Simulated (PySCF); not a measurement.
Species: C₃H₈O₂Si.
SMILES with atom numbers: `[OH:1][CH2:2]/[CH:3]=[CH:4]\[O:5][SiH3:6]` (hydrogens: H7 on O1; H8, H9 on C2; H10 on C3; H11 on C4; H12, H13, H14 on Si6)

Level of theory: PBE0-D3(BJ)/def2-SVP geometry optimisation, gas phase in PySCF.

**Question.** List the bond lengths, angles and torsions at this level.

**Answer.** 
| bond | length (pm) |
| --- | --- |
| O1–C2 | 140.8 |
| C2–C3 | 149.5 |
| C3=C4 | 133.7 |
| C4–O5 | 135.4 |
| O5–Si6 | 167.8 |
| O1–H7 | 96.3 |
| C2–H8, C2–H9 | 110.4 |
| C3–H10 | 109.4 |
| C4–H11 | 109.9 |
| Si6–H12 | 149.4 |
| Si6–H13, Si6–H14 | 148.9 |

Bonds in one row agree within 1 pm and their mean is given. A selection of angles:
| angle | degrees |
| --- | --- |
| C2–O1–H7 | 107.1 |
| O1–C2–C3 | 112.3 |
| O1–C2–H8 | 105.7 |
| O1–C2–H9 | 112.4 |
| C3–C2–H8 | 109.9 |
| H8–C2–H9 | 106.8 |
| C2–C3–C4 | 125.2 |
| C2–C3–H10 | 117.3 |
| C4–C3–H10 | 117.6 |
| C3–C4–O5 | 122.9 |
| C3–C4–H11 | 120.8 |
| O5–C4–H11 | 116.3 |
| C4–O5–Si6 | 125.7 |
| O5–Si6–H12 | 110.2 |
| O5–Si6–H13 | 105.7 |
| H12–Si6–H13 | 110.9 |
| H12–Si6–H14 | 108.9 |

Dihedral angles: O1–C2–C3–C4 -126° (anticlinal); C2–C3–C4–O5 -2° (synperiplanar); C3–C4–O5–Si6 177° (antiperiplanar); H7–O1–C2–C3 57° (synclinal). The mirror-image conformer, all signs reversed, is as good.

The C–O distances run from 1.354 Å (C4–O5, drawn single) to 1.408 Å (O1–C2, drawn single), a spread of 0.054 Å. O5 (silyl ether oxygen) is bent (angle 125.7°). Of the pairs four or more bonds apart, O5···H9 is among the closest relative to their van der Waals radii: 2.50 Å, 92 % of the sum of Bondi's values. The 2 C–C bonds span 1.337 Å (C3=C4, drawn double) to 1.495 Å (C2–C3, drawn single), a spread of 0.158 Å. Si6 (oxygen-bound silicon) is distorted tetrahedral (angles from 105.7° to 110.9°).

Point group: C1 (no symmetry element, even within 0.4 Å). Not checked by PBE0-D3(BJ)/def2-SVP frequencies. One conformer, not necessarily the lowest (H–O1–C2–C3 57°, O1–C2–C3–C4 -126°, C3–C4–O5–Si6 177°).
